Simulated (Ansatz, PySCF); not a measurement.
Complex: CH4O (SMILES CO) (first 6 atoms) with H4OSi (SMILES O[SiH3]); geometry from B3LYP-D3(BJ)/def2-TZVP.
(charge 0, multiplicity 1):
```xyz
12

C     -0.0629     0.0915     0.1839
O     -0.9976     0.3478     1.2362
H     -0.1007    -0.9507    -0.1428
H      0.9253     0.2959     0.5903
H     -0.2389     0.7514    -0.6690
H     -1.8898     0.1680     0.9225
O     -0.0573    -1.0312     3.4465
Si     1.0372    -0.2371     4.3755
H     -0.4782    -0.5404     2.7168
H      2.1273     0.3598     3.5569
H      1.6196    -1.2311     5.3026
H      0.4242     0.8621     5.1654
```

Interaction energies are E(AB) − E(A) − E(B) at the monomers' geometry in the complex; basis-set methods are counterpoise corrected. Rows marked so take none.

Cores are frozen in the correlated methods. Rows in 6-31G* carry no dispersion term and start afresh at each structure (6-31G* with six Cartesian d functions).

Run with Ansatz (Gaussian orbitals); PySCF for 6-31G* rows. Each number belongs to the level named beside it.

Question: One of these levels gives -7.18 kcal/mol for the interaction energy. Which one is it?
A. B3LYP/6-31G* (no counterpoise)
B. revPBE/def2-TZVPPD
C. HF/6-31G* (no counterpoise)
D. CCSD/aug-cc-pV(D+d)Z

Answer: C, HF/6-31G* (no counterpoise). The others give -4.60 (revPBE/def2-TZVPPD), -9.38 (B3LYP/6-31G* (no counterpoise)), -6.23 (CCSD/aug-cc-pV(D+d)Z)

Ansatz is a quantum-chemistry and plane-wave program.
